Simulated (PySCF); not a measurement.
**Shapes and spin states of [Ga3]+**

All numbers come from PBE0 in PySCF with Ga def2-TZVP; no relativity; density-fitted integrals.

Relaxations began from a few typed shapes and spin states; open shells are unrestricted. The search is not exhaustive: other isomers or separated fragments can lie lower, and high-lying points may rest on an excited occupation.

Question: Which is the lowest minimum found?
A. singlet (closed shell, unstable to spin polarisation) D3h: Ga–Ga 3.144 Å (×3); Ga–Ga–Ga 60.0° (×3)
B. singlet D∞h: Ga–Ga 2.596 Å (×2); Ga–Ga–Ga 180.0°
C. singlet (closed shell, unstable to spin polarisation) D3h: Ga–Ga 2.568 Å (×3); Ga–Ga–Ga 60.0° (×3)
D. triplet D3h: Ga–Ga 2.756 Å (×3); Ga–Ga–Ga 60.0° (×3)
E. broken-symmetry Ms = 0 (⟨S²⟩ 1.02) D3h: Ga–Ga 2.753 Å (×3); Ga–Ga–Ga 60.0° (×3)

Answer: D. The others lie at 12.2 (broken-symmetry Ms = 0 D3h), 42.5 (singlet D3h), 50.5 (singlet D3h), 125.2 (singlet D∞h, a saddle point) kJ/mol above it.

The electron or spin density has lower symmetry than the nuclear frame for the singlet D∞h at 125.2 kJ/mol.
